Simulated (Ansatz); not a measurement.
CH7InSSi (`[CH3][InH][S][SiH3]`) at its PBE0-D4/def2-TZVP geometry, where that method's forces vanish. The species carries charge 0 and has multiplicity 1. In: def2 effective core potential.

```xyz
11

C     0.2184    2.6976    0.6034
In    0.0640    0.5661    0.6590
S    -0.0823   -0.4426   -1.5247
Si   -0.2144   -2.4895   -0.9632
H    -0.6382    3.1444    1.1108
H     0.2454    3.0413   -0.4297
H     1.1255    3.0196    1.1171
H     0.0242   -0.5538    1.9603
H    -0.3091   -3.2947   -2.2078
H    -1.4155   -2.7573   -0.1277
H     0.9819   -2.9310   -0.1976
```

Question: What forces (eV/Å) does PBE-D4/def2-TZVPP give on these atoms in Ansatz 0.2.0? (Best estimate.)

Answer: Ansatz gave: 
```
C1   0.003  0.046 -0.027
In2  0.002 -0.026  0.123
S3   0.002  0.150 -0.274
Si4 -0.002 -0.049  0.045
H5  -0.166  0.069  0.099
H6   0.004  0.058 -0.196
H7   0.173  0.045  0.100
H8  -0.004 -0.101  0.102
H9  -0.011 -0.090 -0.134
H10 -0.125 -0.043  0.084
H11  0.122 -0.061  0.077
```
